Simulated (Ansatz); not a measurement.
Geometry optimisation, Ansatz, RKS B3LYP/def2-SVP.

Input:

```yaml
crystal:
  periodic: [false, false, false]
  atoms:
    - { symbol: B, position_ang: [-0.149335, 0.514902, -0.427606] }
    - { symbol: "N", position_ang: [-0.067514, -0.077808, 2.259569] }
    - { symbol: H, position_ang: [-0.662465, -0.104849, 3.090347] }
    - { symbol: H, position_ang: [0.879434, -0.291448, 2.578799] }
    - { symbol: O, position_ang: [1.117055, 0.013098, -0.540065] }
    - { symbol: H, position_ang: [1.153825, -0.923621, -0.755837] }
    - { symbol: O, position_ang: [-1.312697, -0.131698, -0.771428] }
    - { symbol: H, position_ang: [-1.231562, -1.085498, -0.87438] }
    - { symbol: O, position_ang: [-0.242732, 1.847116, -0.041476] }
    - { symbol: H, position_ang: [-1.166458, 2.126236, -0.04031] }
    - { symbol: H, position_ang: [-0.037049, 0.91467, 1.953787] }
basis:
  gaussian: { orbitals: def2-SVP }
hamiltonian:
  xc: b3lyp
relax:
  f_tol: 0.03
  max_steps: 50
```

Command:

```bash
$ ansatz run input.yaml --threads 2 --pin off --max-ram 3072MiB --backend cpu --events-out ev --progress --plain --runs-dir out
```

Where does it end, and by what steps?

The forces met the threshold. After 7 steps the energy has fallen by 0.029 eV; H3 moved furthest, 0.29 Å.

| step | energy less start (eV) | largest force component (eV/Å) | accepted |
| --- | --- | --- | --- |
| 0 | 0.0000 | 0.632 | yes |
| 1 | -0.0220 | 0.448 | yes |
| 2 | -0.0259 | 0.097 | yes |
| 3 | -0.0271 | 0.085 | yes |
| 4 | -0.0278 | 0.076 | yes |
| 5 | -0.0284 | 0.095 | yes |
| 6 | -0.0287 | 0.038 | yes |
| 7 | -0.0289 | 0.018 | yes |

```xyz
11
Properties=species:S:1:pos:R:3
B -0.171 0.539 -0.493
N -0.073 -0.105 2.394
H -0.495 -0.113 3.325
H 0.921 -0.296 2.532
O 1.086 -0.002 -0.480
H 1.116 -0.945 -0.670
O -1.314 -0.101 -0.911
H -1.226 -1.049 -1.051
O -0.271 1.851 -0.112
H -1.184 2.157 -0.175
H -0.108 0.866 2.072
```

Whether the end is a true minimum wasn't checked by a vibrational analysis.

Time of the run: 11 s on 2 threads of Intel(R) Xeon(R) 6975P-C (Granite Rapids) (shared host), peak memory 0.22 GiB.
